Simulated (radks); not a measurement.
Values are calculated unless marked as measured or tabulated.
Ionisation of the neodymium ion Nd+, [Xe] 4f4 6s1, to [Xe] 4f4 as the strength of local exchange is varied. Level of theory: Dirac Kohn-Sham, Slater X-alpha exchange (alpha = 2/3 is LDA exchange), no correlation, spin-unpolarised, spherical densities, point nucleus; open shells fill j = l - 1/2 first (a radial shooting solver on a logarithmic mesh with Libxc functionals).

alpha = 0.667: E(Nd+) (hartree) -9617.0643; exchange (hartree) -210.2076; IE (eV) 10.137; -e of the level emptied (eV) 7.586 (6s1/2); <r> of it (bohr) 4.061
alpha = 0.749: E(Nd+) (hartree) -9642.9424; exchange (hartree) -236.6978; IE (eV) 10.517; -e of the level emptied (eV) 7.972 (6s1/2); <r> of it (bohr) 3.988
alpha = 0.903: E(Nd+) (hartree) -9691.7333; exchange (hartree) -286.8172; IE (eV) 11.269; -e of the level emptied (eV) 8.743 (6s1/2); <r> of it (bohr) 3.854
alpha = 1.004: E(Nd+) (hartree) -9723.8666; exchange (hartree) -319.9488; IE (eV) 11.785; -e of the level emptied (eV) 9.276 (6s1/2); <r> of it (bohr) 3.769
alpha = 1.005: E(Nd+) (hartree) -9724.1852; exchange (hartree) -320.2779; IE (eV) 11.790; -e of the level emptied (eV) 9.282 (6s1/2); <r> of it (bohr) 3.769

NIST Atomic Spectra Database: 10.78 eV (semi-empirical). The Delta-SCF value meets it near alpha = 0.80. Spin polarisation and multiplet splitting are left out, so open shells lie too high by an amount that depends on their filling.

Beside tabulated values, note that spin-unpolarised runs miss the spin-polarisation part of the exchange energy of open shells.
